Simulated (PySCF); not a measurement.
Compound: C2H8BBrSi.
Z-matrix (Å and degrees, PBE0-D3(BJ)/def2-SVP geometry), rows numbered from 1:
```
C 
C   1  1.5336
Si  2  1.9129  1  110.03
B   2  1.5416  1  115.43  3   118.42
Br  4  1.9159  2  121.40  1   156.17
H   1  1.1013  2  112.14  3    54.57
H   1  1.1014  2  111.34  3   -65.93
H   1  1.1010  2  111.14  3   174.73
H   2  1.1051  1  112.12  3  -113.29
H   3  1.4955  2  107.68  1   -51.11
H   3  1.4915  2  111.01  1  -171.22
H   3  1.4951  2  110.63  1    67.28
H   4  1.2070  2  122.93  1   -27.31
```

Computed with PBE0-D3(BJ)/def2-SVP geometry optimisation, gas phase in PySCF 2.14.0.

Masses are those of the commonest isotopes; rigid-rotor values at the optimised geometry. The values belong to one conformer with, in the numbering `[CH3:1][C@@H:2]([SiH3:3])[BH:4][Br:5]`, C1–C2–B4–Br5 156°.

Problem. What are A, B and C (GHz)?

Solution. Ia = 115.62, Ib = 465.18, Ic = 553.06 u·Å²; 505379 MHz·u·Å²/I gives 4371, 1086 and 913.8 MHz, that is A = 4.3709, B = 1.0864, C = 0.9138 GHz.

Problem. Classify the top.

Solution. A near-prolate asymmetric top; Ray's κ = -0.900.

Problem. What does the inertial defect say?

Solution. Not planar: Δ = Ic − Ia − Ib = -27.75 u·Å². For a rigid frame Δ = −2 Σ m c², so Σ m c² = 13.88 u·Å² lies off the ab plane: 9.15 from hydrogen and 4.72 from heavier atoms. The atom farthest from that plane is 1.64 Å away.

Problem. Give the other two planar moments, Paa and Pbb, and the rms extents of the mass along the axes.

Solution. Paa = Σ m a² = (Ib + Ic − Ia)/2 = 451.31 and Pbb = Σ m b² = (Ia + Ic − Ib)/2 = 101.75 u·Å². With the mass M = 149.97 u, the rms extents √(P/M) along a, b and c are 1.73, 0.82, 0.30 Å.

Problem. Give the coordinates in the principal-axis frame, origin at the centre of mass.

Solution. The sense of each axis is arbitrary; atoms in the order of the calculation.
```json
{"atom": "C1", "mass (u)": "12.000", "a (Å)": "2.475", "b (Å)": "1.619", "c (Å)": "-0.067"}
{"atom": "C2", "mass (u)": "12.000", "a (Å)": "1.394", "b (Å)": "0.563", "c (Å)": "-0.329"}
{"atom": "Si3", "mass (u)": "27.977", "a (Å)": "2.079", "b (Å)": "-1.183", "c (Å)": "0.046"}
{"atom": "B4", "mass (u)": "11.009", "a (Å)": "0.125", "b (Å)": "0.685", "c (Å)": "0.538"}
{"atom": "Br5", "mass (u)": "78.918", "a (Å)": "-1.552", "b (Å)": "-0.039", "c (Å)": "-0.040"}
{"atom": "H6", "mass (u)": "1.008", "a (Å)": "3.403", "b (Å)": "1.410", "c (Å)": "-0.623"}
{"atom": "H7", "mass (u)": "1.008", "a (Å)": "2.734", "b (Å)": "1.670", "c (Å)": "1.002"}
{"atom": "H8", "mass (u)": "1.008", "a (Å)": "2.132", "b (Å)": "2.621", "c (Å)": "-0.366"}
{"atom": "H9", "mass (u)": "1.008", "a (Å)": "1.134", "b (Å)": "0.491", "c (Å)": "-1.401"}
{"atom": "H10", "mass (u)": "1.008", "a (Å)": "3.373", "b (Å)": "-1.331", "c (Å)": "-0.688"}
{"atom": "H11", "mass (u)": "1.008", "a (Å)": "1.124", "b (Å)": "-2.239", "c (Å)": "-0.399"}
{"atom": "H12", "mass (u)": "1.008", "a (Å)": "2.343", "b (Å)": "-1.342", "c (Å)": "1.509"}
{"atom": "H13", "mass (u)": "1.008", "a (Å)": "0.128", "b (Å)": "1.181", "c (Å)": "1.638"}
```

Problem. List the rotational levels J(Ka,Kc) to J = 4 (MHz).

Solution. Above 0(0,0):
J = 1: 1(0,1) 2000, 1(1,1) 5285, 1(1,0) 5457
J = 2: 2(0,2) 5994, 2(1,2) 9112, 2(1,1) 9630, 2(2,1) 19484, 2(2,0) 19490
J = 3: 3(0,3) 11968, 3(1,3) 14850, 3(1,2) 15886, 3(2,2) 25484, 3(2,1) 25517, 3(3,1) 42342, 3(3,0) 42342
J = 4: 4(0,4) 19903, 4(1,4) 22493, 4(1,3) 24218, 4(2,3) 33480, 4(2,2) 33579, 4(3,2) 50356, 4(3,1) 50357, 4(4,1) 73939, 4(4,0) 73939

Problem. Which types of transition are allowed, and where do some lines up to J = 2 fall?

Solution. The dipole components are |μa| = 1.38 D, |μb| = 0.57 D, |μc| = 0.41 D. Intensities carry the squares of the components, which stand as 1.00 : 0.17 : 0.09 (a : b : c). Some of the stronger lines:

| type | branch | J(Ka,Kc) | MHz | lower level (cm⁻¹) |
| --- | --- | --- | --- | --- |
| a | Q | 2(1,1) ← 2(1,2) | 518 | 0.304 |
| b | R | 2(0,2) ← 1(1,1) | 709 | 0.176 |
| a | R | 1(0,1) ← 0(0,0) | 2000 | 0.000 |
| c | Q | 1(1,1) ← 1(0,1) | 3284 | 0.067 |
| b | Q | 1(1,0) ← 1(0,1) | 3457 | 0.067 |
| b | Q | 2(1,1) ← 2(0,2) | 3636 | 0.200 |
| a | R | 2(1,2) ← 1(1,1) | 3828 | 0.176 |
| a | R | 2(0,2) ← 1(0,1) | 3994 | 0.067 |
| a | R | 2(1,1) ← 1(1,0) | 4173 | 0.182 |
| b | R | 1(1,1) ← 0(0,0) | 5285 | 0.000 |
| b | R | 2(1,2) ← 1(0,1) | 7112 | 0.067 |
| c | R | 2(1,1) ← 1(0,1) | 7630 | 0.067 |
| b | Q | 2(2,0) ← 2(1,1) | 9860 | 0.321 |
| b | Q | 2(2,1) ← 2(1,2) | 10371 | 0.304 |
| b | R | 2(2,1) ← 1(1,0) | 14026 | 0.182 |
| b | R | 2(2,0) ← 1(1,1) | 14206 | 0.176 |

Problem. Estimate the classical rotational partition function at 50 K, 200 K and 500 K.

Solution. Point group C1, symmetry number σ = 1; q = (√π/σ)·√((kT/h)³/(ABC)), k/h = 20836.6 MHz/K: 28600 at 50 K, 229000 at 200 K, 905000 at 500 K.

Whether it is a minimum is left open (no frequencies). These are rigid-rotor constants of the computed structure; measured ground-state constants (B0) also hold zero-point vibration. A rigid rotor knows nothing of internal rotation, which can split or shift real lines. Quadrupole hyperfine structure (11B, 79Br) is left out.
